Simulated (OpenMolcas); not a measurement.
**Ionisation energies of lead**

* Program: OpenMolcas 26.06
* Basis: ANO-RCC [11s10p9d6f4g]
* Scalar Hamiltonian: DKH2, point nucleus
* Spin-orbit coupling: state interaction with AMFI integrals over the reference wave functions, term energies averaged over their components

Active shells in each charge state: the valence s, p shells, with orbitals averaged over the low states. Where CASPT2's correlated closed shells are named, they are those of the first ion.

A. CASSCF
B. SS-CASPT2, IPEA 0.25 Eh, imaginary shift 0.1 Eh (closed shells correlated: 5d)
C. SS-CASPT2, IPEA 0 Eh, imaginary shift 0.1 Eh (closed shells correlated: 5d)
D. SS-CASPT2, IPEA 0.25 Eh, imaginary shift 0.1 Eh (closed shells correlated: 4f 5s 5p 5d)
E. SS-CASPT2, IPEA 0.25 Eh, imaginary shift 0.1 Eh (closed shells correlated: none)

Energies in eV between the lowest computed levels, named as in B; reference values from the NIST Atomic Spectra Database with their kind.

```
              From                  To       A       B       C       D       E  Spin-orbit share in B          Reference
    Pb 6s² 6p² ³P₀  Pb+ 6s² 6p ²P°_1/2   6.546   7.272   7.371   7.294   7.016                 +0.204   7.417 (measured)
Pb+ 6s² 6p ²P°_1/2        Pb2+ 6s² ¹S₀  13.846  14.844  14.933  14.902  14.375                 +1.047  15.032 (measured)
      Pb2+ 6s² ¹S₀      Pb3+ 6s ²S_1/2  30.434  31.641  31.646  31.782  30.506                 +0.000  31.937 (measured)
    Pb3+ 6s ²S_1/2       Pb4+ 5d¹⁰ ¹S₀  40.489  42.137  42.206  42.370  40.489                 +0.000  42.333 (measured)
```

Steps that some method lacks are left out, and so are those with a state whose active s or d shell is doubly occupied in every root (s and p with five to eight electrons, d10) over a frozen core shell of the same l, since the two then mix freely.

Error against the reference values, in %:

| From | Reference | A | B | C | D | E |
| --- | --- | --- | --- | --- | --- | --- |
| Pb | measured | -11.7 | -2.0 | -0.6 | -1.7 | -5.4 |
| Pb+ | measured | -7.9 | -1.3 | -0.7 | -0.9 | -4.4 |
| Pb2+ | measured | -4.7 | -0.9 | -0.9 | -0.5 | -4.5 |
| Pb3+ | measured | -4.4 | -0.5 | -0.3 | +0.1 | -4.4 |

Mean absolute error over the 4 measured values: A 1.35 eV, B 0.21 eV, C 0.14 eV, D 0.11 eV, E 1.08 eV. D lies closest.

° marks odd parity.
